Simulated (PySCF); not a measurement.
A calculated (M06-2X, PySCF 2.14, x2c-TZVPPall, scalar relativity by spin-free X2C-1e) atom or ion has these occupied shells.

```tsv
shell	electrons	orbital energy (eV)	rms radius, mean of both spins (bohr)
1s α	1	-55645.8	0.0236
1s β	1	-55645.8	0.0236
2s α	1	-9382.5	0.0953
2s β	1	-9382.4	0.0953
2p α	3	-8338.8	0.0858
2p β	3	-8338.7	0.0858
3s α	1	-2139.0	0.246
3s β	1	-2136.4	0.246
3p α	3	-1817.0	0.246
3p β	3	-1814.3	0.246
3d α	5	-1396.5	0.225
3d β	5	-1394.0	0.225
4s α	1	-454.60	0.552
4s β	1	-450.40	0.552
4p α	3	-347.29	0.586
4p β	3	-342.57	0.586
4d α	5	-198.84	0.643
4d β	5	-192.38	0.643
5s α	1	-80.255	1.34
5s β	1	-76.680	1.34
5p α	3	-51.501	1.56
5p β	3	-49.198	1.56
4f α	7	-35.199	0.879
4f β	3	-31.356	0.879
6s α	1	-18.651	3.51
```

(1) Name the element and its charge.

## Answers

(1) Ho²⁺ (holmium, charge +2), in [Xe] 4f10 6s1, one real determinant (an excited configuration).
